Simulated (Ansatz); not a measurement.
Species: CH₂N (charge -1, singlet). It need not be the lowest isomer of its formula. Whether it binds its extra electron was not tested at this geometry. 
Coordinates optimised at B3LYP-D3(BJ)/def2-TZVP (Ansatz, a program for electronic structure):
```
C
N 1 1.2341
H 1 1.1553 2 126.44
H 1 1.1553 3 107.12 2 -180.00
```
Charge -1, spin multiplicity 1.

Basis-set convergence of Hartree-Fock and CCSD correlation energies (hartree) with Ansatz. Cores are frozen in the correlated levels unless marked. No spin-orbit coupling. Non-relativistic.

```csv
basis,functions,E(HF),"E(corr, CCSD)"
aug-cc-pVDZ,64,-93.40253,-0.34418
aug-cc-pVTZ,138,-93.42287,-0.40015
aug-cc-pVQZ,252,-93.42837,-0.41702
```

Extrapolating the two largest sets (X = 3 and 4) as X^-3: E(corr) = (64·(-0.41702) - 27·(-0.40015))/37 = -0.4293 Eh, an estimate of the basis-set limit. The largest set recovers 97.1 % of it, the smallest 80.2 %.
